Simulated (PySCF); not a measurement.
Compound: C₄H₉FNSi₂ (doublet state).
Geometry (GFN2-xTB, Å), atoms numbered from 1 in this order:
```xyz
17
C4H9FNSi2 angstrom
C     -4.049    1.446   -0.700
C     -3.260    0.675   -0.220
Si    -2.028   -0.509    0.497
C     -0.299    0.120   -0.003
Si     1.126   -0.956    0.610
F      1.014   -2.438   -0.030
N      2.646   -0.441   -0.022
C      3.256    0.780    0.122
H     -4.741    2.121   -1.118
H     -2.169   -0.498    1.959
H     -2.291   -1.841   -0.053
H     -0.172    1.135    0.373
H     -0.253    0.196   -1.091
H      1.112   -1.184    2.051
H      3.250   -1.148   -0.415
H      2.672    1.589    0.507
H      4.181    0.966   -0.383
```

The hyperfine couplings belong to this conformer and change with its torsions.

The species is `C#C[SiH2]C[Si@@H](F)N[CH2]` [radical].

Computed with PySCF, UKS B3LYP, pcH-1 on C F H N Si, non-relativistic, mean-field spin-orbit, GIAO. One conformer (not necessarily the lowest) at the GFN2-xTB geometry, without solvent, vibrations or thermal averaging. A GFN2-xTB geometry isn't a minimum of the functional, and hyperfine couplings can be far from their values at a DFT geometry. The SCF solution wasn't tested for stability.

(1) Give the principal g shifts and their parts.

(2) What effective moment and Curie constant follow for a powder?

(3) At 9.448 GHz, how far is the centre of the isotropic spectrum from where a free electron (g = 2.002319) resonates?

(4) Average each term over the three axes. Which is largest in size?

(5) In a frozen sample, at which fields do the three g values resonate at 9.5, 34, 94 and 263 GHz (hyperfine left aside), and which band first spreads them over more than twice a line width of 0.5 mT?

Answers

(1) 
| Δg (ppm) | 1 | 2 | 3 |
| --- | --- | --- | --- |
| relativistic mass correction | -163 | -163 | -163 |
| gauge correction | 2 | 29 | 24 |
| orbital Zeeman/spin–orbit | 12 | 826 | 1157 |
| total | -150 | 692 | 1019 |

So g = 2.00217, 2.00301, 2.00334 and g_iso = 2.00284; the tensor is rhombic: the two nearest values differ by 28 % of g3 − g1. Axes: g2 points within 7° of the N7–C8 bond.

(2) With the mean of g² = 4.0114 and S(S+1) = 0.75: μ_eff = √(⟨g²⟩S(S+1)) = 1.735 μB and χT = 0.12505·⟨g²⟩·S(S+1) = 0.376 cm³ K/mol (cgs; spin-Hamiltonian part alone).

(3) B = hν/(g μB) with μB/h = 13.99624 MHz/mT gives 337.13 mT for the free electron and 337.04 mT at g_iso, 0.09 mT lower.

(4) The orbital-Zeeman/spin–orbit term 665, the mass correction -163 and the gauge correction 18 ppm, for a total of 520 ppm. The orbital-Zeeman/spin–orbit term is the largest in size. The mass correction is the same along every axis, so the anisotropy comes from the other two: their spans along these axes are 27 (gauge) and 1146 ppm (orbital Zeeman/spin–orbit).

(5) 
```
band    GHz  B(g3) mT  B(g2) mT  B(g1) mT  spread mT
   X    9.5    338.81    338.87    339.01       0.20
   Q   34.0   1212.59   1212.79   1213.30       0.71
   W   94.0   3352.45   3352.99   3354.40       1.96
   J  263.0   9379.72   9381.25   9385.20       5.47
```

The spread grows in proportion to the frequency. W band is the first where it exceeds 1.0 mT.

The largest Mulliken spin populations are on C8 (+0.90) and N7 (+0.15). The angles at C8 add up to 357.9°, so it is nearly planar; its axial dipolar tensor and the negative couplings of its protons fit spin in a p orbital normal to that plane.

The HOMO–LUMO gaps are 3.90 eV among the α and 7.18 eV among the β orbitals.

Hardware: Arm Neoverse V1, one thread, shared host with 64 logical CPUs at a one-minute load of 80. Cost: 2.1 min (with the writing of density and orbital grids), 1.1 GiB resident at most.
